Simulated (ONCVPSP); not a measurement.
# What one change does to a pseudopotential (gold (Au), ONCV)

Au, optimised norm-conserving Vanderbilt (ONCV), made with ONCVPSP 4.0.1 (PBE, fully relativistic). Core [Kr] 4d10 4f14 5s2, reference 5p6 5d10 6s0.75 6p0.25. Waves: 6s: rc 2.50 bohr, ncon 5, nbas 10, qcut 2.6 1/bohr, 2 projectors, debl 3.8 Ha; 5p+6p: rc 1.60 bohr, ncon 4, nbas 9, qcut 7.2 1/bohr, 2 projectors; 5d: rc 1.35 bohr, ncon 3, nbas 7, qcut 7.3 1/bohr, 3 projectors, debl 2.8 Ha; f scattering state at 0.3 Ha: rc 2.50 bohr, ncon 4, nbas 7, qcut 5 1/bohr, 2 projectors, debl 3.7 Ha. Local part: polynomial inside 0.90 bohr (lpopt 1, dvloc0 0 Ha). Core correction: none.

Open shells are filled in proportion to 2j + 1.

Change: all radii scaled by about 0.86 (s 2.16, p 1.38, d 1.16, f 2.16 bohr); local potential polynomial inside 0.78 bohr (lpopt 1, dvloc0 0 Ha).

Cutoffs: the cutoffs (Ha) at which the residual kinetic energy of the hardest occupied pseudo-wave falls to 1 and 0.1 mHa per electron; they do not see the model core or the augmentation charge, which bear on the density cutoff. Errors are all-electron minus pseudo energies relative to the spin-unpolarised reference configuration.

Q: Predict the effect on cutoff, ghosts and configuration errors.

A: The potential gets harder (21 Ha and 41 Ha → 24 Ha and 122 Ha); the bound ghosts move from s to d, s; of the 3 tests that both files solve, the error grows in 2 and shrinks in 0 by more than 15 % and 0.3 meV (median size 2.4 → 4.5 meV). A smaller radius makes the pseudo-wave follow the all-electron one further in, where it bends more sharply, so more plane waves are needed.

```csv
quantity,base,changed
"cutoff, loose",21 Ha,24 Ha
"cutoff, tight",41 Ha,122 Ha
loose cutoff by channel,"s 8.4 Ha, p 18 Ha, d 21 Ha","s 8.1 Ha, p 24 Ha, d 20 Ha"
bound ghosts,s,"s, d5/2"
GHOST(+) flags under 300 eV,s at 106.1 eV,"s at 62.9 eV, p3/2 at 228.3 eV, p1/2 at 254.9 eV, f7/2 at 257.5 eV, f5/2 at 294.8 eV"
tests with a reliable result,3 of 4,3 of 4
"error for 5p6 5d10 6s1 6p0, meV [ΔE -1.25 eV]",-0.3,-0.4
"error for 5p6 5d10 6s0 6p0, meV [ΔE 8.18 eV]",-4.3,-5.6
"error for 5p6 5d9 6s1 6p1, meV [ΔE 6.20 eV]",-2.4,-4.5
```

Base: The cutoffs count occupied waves only; projector 2 of the s channel, the hardest unoccupied one, needs 55 Ha at the loose tolerance. A true bound ghost makes a file unfit for plane-wave use even where its test errors are small: the radial tests pick states by their node count and pass the ghost by.
